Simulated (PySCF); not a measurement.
Species: C6H9NO.
SMILES with atom numbers: `[NH2:1][C:2](=[O:3])[CH:4]=[C:5]1[CH2:6][CH2:7][CH2:8]1` (hydrogens: H9, H10 on N1; H11 on C4; H12, H13 on C6; H14, H15 on C7; H16, H17 on C8)

Method: PySCF, TDDFT PBE0/def2-SVPD, vertical, gas phase, core orbitals frozen in the response. The structure is a single GFN2-xTB conformer in the gas phase; no vibrational or solvent corrections. Torsions of this conformer, `[NH2:1][C:2](=[O:3])[CH:4]=[C:5]1[CH2:6][CH2:7][CH2:8]1`: N1–C2–C4–C5 180°, H–N1–C2–O3 0°, H–N1–C2–O3 179°.

Each state is given a Gaussian of 0.4 eV full width at half maximum, with ε(max) = 2.175×10⁸ f / Δν̃ (Δν̃ the width in cm⁻¹). The width is an assumption, not a result. The curve ends short of the highest state used, and states not computed would add to its high-energy end.

```json
{"E (eV)": "4.07", "ε (L mol⁻¹ cm⁻¹)": "0"}
{"E (eV)": "4.16", "ε (L mol⁻¹ cm⁻¹)": "0"}
{"E (eV)": "4.25", "ε (L mol⁻¹ cm⁻¹)": "0"}
{"E (eV)": "4.35", "ε (L mol⁻¹ cm⁻¹)": "0"}
{"E (eV)": "4.44", "ε (L mol⁻¹ cm⁻¹)": "0"}
{"E (eV)": "4.54", "ε (L mol⁻¹ cm⁻¹)": "1"}
{"E (eV)": "4.63", "ε (L mol⁻¹ cm⁻¹)": "1"}
{"E (eV)": "4.72", "ε (L mol⁻¹ cm⁻¹)": "1"}
{"E (eV)": "4.82", "ε (L mol⁻¹ cm⁻¹)": "0"}
{"E (eV)": "4.91", "ε (L mol⁻¹ cm⁻¹)": "0"}
{"E (eV)": "5.01", "ε (L mol⁻¹ cm⁻¹)": "0"}
{"E (eV)": "5.10", "ε (L mol⁻¹ cm⁻¹)": "0"}
{"E (eV)": "5.19", "ε (L mol⁻¹ cm⁻¹)": "2"}
{"E (eV)": "5.29", "ε (L mol⁻¹ cm⁻¹)": "20"}
{"E (eV)": "5.38", "ε (L mol⁻¹ cm⁻¹)": "131"}
{"E (eV)": "5.48", "ε (L mol⁻¹ cm⁻¹)": "748"}
{"E (eV)": "5.57", "ε (L mol⁻¹ cm⁻¹)": "2689"}
{"E (eV)": "5.66", "ε (L mol⁻¹ cm⁻¹)": "7379"}
{"E (eV)": "5.76", "ε (L mol⁻¹ cm⁻¹)": "16580"}
{"E (eV)": "5.85", "ε (L mol⁻¹ cm⁻¹)": "26073"}
{"E (eV)": "5.95", "ε (L mol⁻¹ cm⁻¹)": "31934"}
{"E (eV)": "6.04", "ε (L mol⁻¹ cm⁻¹)": "29400"}
{"E (eV)": "6.13", "ε (L mol⁻¹ cm⁻¹)": "21133"}
{"E (eV)": "6.23", "ε (L mol⁻¹ cm⁻¹)": "10977"}
```

(1) Where are the band maxima, and which computed states make them?

(2) Does any computed singlet lie in the visible range?

(3) On this curve, what absorbance would a 10⁻³ mol/L sample give at 222 nm over a 1 cm path?

(4) Coming from long wavelengths, where does ε first pass 100 L mol⁻¹ cm⁻¹?

Answers

(1) 208 nm (5.96 eV), ε about 32000, made up of S2 (68%) and S3 (32%) (ε in L mol⁻¹ cm⁻¹; maxima over ε = 5, shares over 10%). The states used: S1 4.67 eV (f 0.0000); S2 5.93 eV (f 0.331); S3 6.05 eV (f 0.171); S4 6.67 eV (f 0.0003); S5 6.82 eV (f 0.0026); S6 6.83 eV (f 0.023).

(2) No computed singlet lies in the visible range (380 to 750 nm); the lowest, at 266 nm, stands 1.40 eV above its violet end (3.26 eV).

(3) 222 nm is 5.585 eV, where ε is about 3200 L mol⁻¹ cm⁻¹, so A = ε c l ≈ 3.2 (Beer–Lambert, with the gas-phase spectrum and the assumed width).

(4) At about 231 nm (5.37 eV), 0.70 eV above S1.
